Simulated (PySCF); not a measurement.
Species: trans-Ag(H2O)2(OH)2 (doublet state).
SMILES: `[OH][Ag]([OH])(<-[OH2])<-[OH2]`

Computed, not measured: PBE0-D3(BJ)/def2-SVP geometry optimisation, gas phase, def2 core potentials past Kr (PySCF 2.14.0).

Masses are those of the commonest isotopes; rigid-rotor values at the optimised geometry. 

(1) Give the principal moments of inertia and the rotational constants in MHz.

(2) Classify the top.

(3) Is it planar, by Δ = Ic − Ia − Ib?

(4) Give the other two planar moments, Paa and Pbb, and the rms extents of the mass along the axes.

(5) Which types of transition are allowed, and where do some lines up to J = 4 fall?

Results:

(1) Ia = 108.96, Ib = 237.48, Ic = 338.48 u·Å²; 505379 MHz·u·Å²/I gives A = 4638, B = 2128, C = 1493 MHz.

(2) An asymmetric top; Ray's κ = -0.596.

(3) Not planar: Δ = Ic − Ia − Ib = -7.97 u·Å². For a rigid frame Δ = −2 Σ m c², so Σ m c² = 3.99 u·Å² lies off the ab plane: 1.96 from hydrogen and 2.03 from heavier atoms. The atom farthest from that plane is 1.03 Å away.

(4) Paa = Σ m a² = (Ib + Ic − Ia)/2 = 233.50 and Pbb = Σ m b² = (Ia + Ic − Ib)/2 = 104.98 u·Å². With the mass M = 176.93 u, the rms extents √(P/M) along a, b and c are 1.15, 0.77, 0.15 Å.

(5) The dipole components are |μa| = 0.07 D, |μb| = 0.16 D, |μc| = 2.51 D. The squared components, which scale the intensities, stand as 0.00 : 0.00 : 1.00 (a : b : c). Some lines, for components of 0.1 D or more:

```
type  branch         J(Ka,Kc)    MHz  lower level (cm⁻¹)
   b       Q  4(1,3) ← 4(0,4)   7112               1.160
   c       Q  2(2,1) ← 2(1,1)   7530               0.488
   b       R  3(0,3) ← 2(1,2)   8477               0.425
   b       Q  3(2,2) ← 3(1,3)  10449               0.753
   b       R  3(1,3) ← 2(0,2)  11830               0.359
   b       Q  4(3,1) ← 4(2,2)  13111               1.630
   b       R  2(2,1) ← 1(1,0)  15407               0.226
   c       Q  4(4,1) ← 4(3,1)  19554               2.067
   c       R  3(2,2) ← 2(1,2)  20298               0.425
   c       R  4(2,2) ← 3(1,2)  22482               0.880
   b       R  4(3,2) ← 3(2,1)  28354               1.119
```

For this open shell read J as N, the rotation without spin; fine and hyperfine splittings come on top. No frequency check. ⟨S²⟩ = 0.754 (exact for a doublet: 0.75). Zero-point vibration and centrifugal distortion are left out.

The run took 3.3 min of wall time on an Arm Neoverse V1 with one thread, shared host. This is the geometry optimisation.

Caution for open-shell metal species: one SCF solution and one stationary point were followed, and a lower state or a bent or distorted shape isn't ruled out.
